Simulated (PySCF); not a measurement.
**Excitation energies in several basis sets**

Species: C₄H₇NSi.
SMILES: `C=C(C)[SiH2]C#N`

TDDFT with PBE0 (PySCF), vertical singlets, core orbitals frozen in the response, spherical d and f functions. Geometry: PBE0-D3(BJ)/def2-SVP, one conformer, isolated molecule.

Task: Compare 6-31G*, def2-SVP, 6-31+G*, def2-SVPD, aug-cc-pVDZ, def2-TZVP and def2-TZVPD for this molecule.

Result: 

| basis | functions | diffuse | S1 (eV) | S2 (eV) | S3 (eV) | S4 (eV) | S5 (eV) | LUMO (eV) | α (au) |
| --- | --- | --- | --- | --- | --- | --- | --- | --- | --- |
| 6-31G* | 102 | no | 6.55 | 6.87 | 6.89 | 7.01 | 7.25 | -0.56 | 65.5 |
| def2-SVP | 123 | no | 6.57 | 6.78 | 6.80 | 6.99 | 7.25 | -0.79 | 68.4 |
| 6-31+G* | 126 | yes | 6.37 | 6.66 | 6.74 | 6.93 | 6.95 | -0.93 | 74.2 |
| def2-SVPD | 180 | yes | 6.44 | 6.65 | 6.69 | 6.91 | 7.01 | -0.96 | 78.6 |
| aug-cc-pVDZ | 205 | yes | 6.37 | 6.61 | 6.66 | 6.84 | 6.90 | -0.98 | 80.5 |
| def2-TZVP | 234 | no | 6.40 | 6.63 | 6.64 | 6.86 | 6.97 | -0.96 | 76.4 |
| def2-TZVPD | 291 | yes | 6.34 | 6.58 | 6.61 | 6.84 | 6.88 | -1.01 | 80.2 |

States are compared by their number. Against the largest diffuse basis here (def2-TZVPD, itself not a converged limit), sets without diffuse functions differ by up to 0.23 eV in S1 and 0.37 eV in S5; the smaller diffuse sets differ by up to 0.10 and 0.13 eV. State by state, the largest deviation of a set without diffuse functions is S1 0.23, S2 0.29, S3 0.28, S4 0.17, S5 0.37 eV. The same number needn't mean the same state in each row. Against def2-TZVPD the polarisability deviates by -18% in 6-31G*, -15% in def2-SVP, -7% in 6-31+G*, -2% in def2-SVPD, 0% in aug-cc-pVDZ, -5% in def2-TZVP. A single + in a Pople set puts diffuse functions on heavy atoms only.
